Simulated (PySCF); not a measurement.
C2H13NSSi4.
SMILES with atom numbers: `[CH3:1][SiH2:2][S:3][Si@@H:4]1[NH:5][CH2:6][Si@H:7]1[SiH3:8]`

NICS is the negative of the GIAO shielding at a point without a nucleus: at the ring centre (0) and 1 Å above and below it (1); zz is the component along the ring normal. Level: GIAO PBE0/pcSseg-1 (PySCF, non-relativistic, gas phase) on the GFN2-xTB geometry, one conformer.

Ring bond lengths (Å), with Mayer bond orders in brackets: Si4–N5 1.715 (1.03), N5–C6 1.455 (0.95), C6–Si7 1.935 (0.86), Si7–Si4 2.336 (0.85).

Task: What do the NICS probes read (ppm)?

Result: 
| ring | type | NICS(0) | NICS(1), two faces | NICS(1)zz, two faces | rms pucker (Å) | centre to ring atoms, mean (Å) |
| --- | --- | --- | --- | --- | --- | --- |
| Si4–N5–C6–Si7 | 4-membered ring with N and 2 Si; formal bonds all single | -3.9 | -1.4 / -1.5 | 2.0 / 2.1 | 0.05 | 1.30 |

Task: What do they say, and how far can they be read as aromaticity?

Result: 
- Si4–N5–C6–Si7: mean NICS(1)zz 2.1 ppm, near zero. Si4, C6, Si7 have four or more neighbours, so the value isn't read as a sign of a π ring current.

Task: At the first NICS(1) probe listed for ring Si4–N5–C6–Si7, 1 Å off the ring, how large is the induced field along the normal in 11.7 T applied along it?

Result: NICSzz × B0 = 2.0 ppm × 11.7 T = 23 μT, along the applied field.

Task: What are the shieldings of the ring atoms and their hydrogens in the same run (means over atoms taken as equivalent)?

Result: 
| atoms | environment | σ isotropic (ppm) |
| --- | --- | --- |
| Si4 | SiH silicon | 346.2 |
| N5 | silicon-bound nitrogen | 210.5 |
| C6 | sp3 carbon bound to nitrogen | 152.0 |
| Si7 | SiH silicon | 399.2 |
| H on Si4 | Si–H hydrogen | 25.51 |
| H on N5 | N–H hydrogen | 31.04 |
| H on C6 | methylene hydrogen | 28.40 |
| H on C6 | methylene hydrogen | 28.54 |
| H on Si7 | Si–H hydrogen | 26.92 |

The values belong to the conformer `[CH3:1][SiH2:2][S:3][Si@@H:4]1[NH:5][CH2:6][Si@H:7]1[SiH3:8]`: C1–Si2–S3–Si4 118°, Si2–S3–Si4–N5 48°.
